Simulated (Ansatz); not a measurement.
Calculated with Ansatz (gas phase, PBE0-D4/def2-TZVP geometries, no zero-point term in ΔE). CBS: MP2 limit from def2 TZ/QZ plus the TZ coupled-cluster correction, frozen cores. This one scheme is used for every species. DFT in def2-TZVPP. B3LYP here is the variant with VWN-RPA as its local correlation; programs differ in this. HSE06 is defined as in plane-wave codes. For Br, Ge outer-core shells are correlated without core-valence functions, which leaves a few kJ/mol of doubt a bond. Scalar relativity is left out up to krypton.

Reaction (germylene formation by 1,1-elimination): `[Cl][GeH]([Cl])[Br]` → `[Cl][Ge][Br]` + HCl

```json
{"level": "PBE-D4", "ΔE (kJ/mol)": "95.5", "difference from CCSD(T)/CBS": "-14.6"}
{"level": "revPBE-D4", "ΔE (kJ/mol)": "91.0", "difference from CCSD(T)/CBS": "-19.1"}
{"level": "B97M-V", "ΔE (kJ/mol)": "122.9", "difference from CCSD(T)/CBS": "12.8"}
{"level": "PBE0-D4", "ΔE (kJ/mol)": "116.9", "difference from CCSD(T)/CBS": "6.8"}
{"level": "B3LYP-D4", "ΔE (kJ/mol)": "90.3", "difference from CCSD(T)/CBS": "-19.8"}
{"level": "r2SCANh-D4", "ΔE (kJ/mol)": "123.3", "difference from CCSD(T)/CBS": "13.2"}
{"level": "r2SCAN0-D4", "ΔE (kJ/mol)": "129.2", "difference from CCSD(T)/CBS": "19.1"}
{"level": "HSE06-D4", "ΔE (kJ/mol)": "116.7", "difference from CCSD(T)/CBS": "6.6"}
{"level": "BHLYP-D4", "ΔE (kJ/mol)": "114.9", "difference from CCSD(T)/CBS": "4.8"}
{"level": "CAM-B3LYP-D4", "ΔE (kJ/mol)": "106.7", "difference from CCSD(T)/CBS": "-3.4"}
{"level": "ωB97X-V", "ΔE (kJ/mol)": "126.3", "difference from CCSD(T)/CBS": "16.2"}
{"level": "ωB97M-V", "ΔE (kJ/mol)": "108.5", "difference from CCSD(T)/CBS": "-1.6"}
{"level": "B2PLYP", "ΔE (kJ/mol)": "101.5", "difference from CCSD(T)/CBS": "-8.6"}
{"level": "PBE-QIDH", "ΔE (kJ/mol)": "137.1", "difference from CCSD(T)/CBS": "27.0"}
{"level": "PBE", "ΔE (kJ/mol)": "87.7", "difference from CCSD(T)/CBS": "-22.4"}
{"level": "revPBE", "ΔE (kJ/mol)": "73.6", "difference from CCSD(T)/CBS": "-36.5"}
{"level": "BLYP", "ΔE (kJ/mol)": "53.9", "difference from CCSD(T)/CBS": "-56.2"}
{"level": "r2SCAN", "ΔE (kJ/mol)": "117.4", "difference from CCSD(T)/CBS": "7.3"}
{"level": "PBE0", "ΔE (kJ/mol)": "110.1", "difference from CCSD(T)/CBS": "0.0"}
{"level": "B3LYP", "ΔE (kJ/mol)": "77.7", "difference from CCSD(T)/CBS": "-32.4"}
{"level": "r2SCANh", "ΔE (kJ/mol)": "121.2", "difference from CCSD(T)/CBS": "11.1"}
{"level": "r2SCAN0", "ΔE (kJ/mol)": "126.9", "difference from CCSD(T)/CBS": "16.8"}
{"level": "HSE06", "ΔE (kJ/mol)": "110.2", "difference from CCSD(T)/CBS": "0.1"}
{"level": "BHLYP", "ΔE (kJ/mol)": "104.0", "difference from CCSD(T)/CBS": "-6.1"}
{"level": "CAM-B3LYP", "ΔE (kJ/mol)": "99.5", "difference from CCSD(T)/CBS": "-10.6"}
{"level": "LC-ωPBE", "ΔE (kJ/mol)": "133.1", "difference from CCSD(T)/CBS": "23.0"}
{"level": "RPA@PBE/def2-TZVPP", "ΔE (kJ/mol)": "109.3", "difference from CCSD(T)/CBS": "-0.8"}
{"level": "HF/def2-SVP", "ΔE (kJ/mol)": "119.7", "difference from CCSD(T)/CBS": "9.6"}
{"level": "MP2/def2-SVP", "ΔE (kJ/mol)": "135.5", "difference from CCSD(T)/CBS": "25.4"}
{"level": "CCSD/def2-SVP", "ΔE (kJ/mol)": "118.0", "difference from CCSD(T)/CBS": "7.9"}
{"level": "CCSD(T)/def2-SVP", "ΔE (kJ/mol)": "117.2", "difference from CCSD(T)/CBS": "7.1"}
{"level": "HF/def2-TZVPP", "ΔE (kJ/mol)": "116.3", "difference from CCSD(T)/CBS": "6.2"}
{"level": "MP2/def2-TZVPP", "ΔE (kJ/mol)": "137.7", "difference from CCSD(T)/CBS": "27.6"}
{"level": "SCS-MP2/def2-TZVPP", "ΔE (kJ/mol)": "127.9", "difference from CCSD(T)/CBS": "17.8"}
{"level": "CCSD(T)/def2-TZVPP", "ΔE (kJ/mol)": "123.8", "difference from CCSD(T)/CBS": "13.7"}
{"level": "HF/def2-QZVPP", "ΔE (kJ/mol)": "114.6", "difference from CCSD(T)/CBS": "4.5"}
{"level": "SCS-MP2/def2-QZVPP", "ΔE (kJ/mol)": "121.3", "difference from CCSD(T)/CBS": "11.2"}
{"level": "HF/CBS(def2)", "ΔE (kJ/mol)": "114.4", "difference from CCSD(T)/CBS": "4.3"}
{"level": "MP2/CBS(def2)", "ΔE (kJ/mol)": "124.0", "difference from CCSD(T)/CBS": "13.9"}
{"level": "CCSD/CBS(def2)", "ΔE (kJ/mol)": "109.7", "difference from CCSD(T)/CBS": "-0.4"}
{"level": "CCSD(T)/CBS", "ΔE (kJ/mol)": "110.1", "difference from CCSD(T)/CBS": "0"}
```

Question: What do rigid-rotor, harmonic-oscillator terms from PBE0-D4/def2-TZVP frequencies (298.15 K, 1 bar) make of the CCSD(T)/CBS value? (Best estimate.)

Answer: Ansatz gave: ΔZPE = -8.4 kJ/mol, ΔH = +105.8 kJ/mol, ΔS = 149 J/(mol·K), ΔG = +61.3 kJ/mol.

Largest T1 diagnostic among the species: 0.011.

From r2SCAN to r2SCAN0 (25 % exact exchange), in def2-TZVPP and without D4, ΔE moves by +9.5 kJ/mol. The D4 term adds +12.6 kJ/mol with B3LYP and +6.8 kJ/mol with PBE0; it sums over pairs of atoms, weighted by their polarisabilities, and B3LYP, whose exchange is more repulsive, gets the larger term.
